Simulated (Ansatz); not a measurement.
Frontier orbitals of C3HF5 (`FC(F)=C(F)C(F)F`).

Charge 0, multiplicity 1. All single points use the PBE0-D4/def2-TZVP geometry. It is one conformer, not always the lowest. Basis def2-TZVPP, Ansatz 0.2.0.

```json
{"functional": "PBE", "HOMO (eV)": "-6.67", "LUMO (eV)": "-1.31", "gap (eV)": "5.36"}
{"functional": "revPBE", "HOMO (eV)": "-6.56", "LUMO (eV)": "-1.18", "gap (eV)": "5.38"}
{"functional": "PBE0", "HOMO (eV)": "-8.12", "LUMO (eV)": "-0.31", "gap (eV)": "7.81"}
{"functional": "BHLYP", "HOMO (eV)": "-9.49", "LUMO (eV)": "0.79", "gap (eV)": "10.28"}
{"functional": "LC-ωPBE", "HOMO (eV)": "-10.86", "LUMO (eV)": "2.06", "gap (eV)": "12.92"}
{"functional": "ωB97X-V", "HOMO (eV)": "-10.48", "LUMO (eV)": "2.04", "gap (eV)": "12.52"}
{"functional": "ωB97M-V", "HOMO (eV)": "-10.39", "LUMO (eV)": "1.96", "gap (eV)": "12.35"}
```

A quarter of exact exchange (PBE0) shifts PBE's HOMO by −1.45 eV and its LUMO by +1.00 eV; full exchange at long range (ωB97M-V) shifts them by −3.72 and +3.27 eV. The gap opens from 5.35 to 12.34 eV, since occupied levels lose self-interaction and empty ones feel all the electrons. A positive LUMO is unbound and depends on the basis.

LC-ωPBE has ω = 0.4 bohr⁻¹.
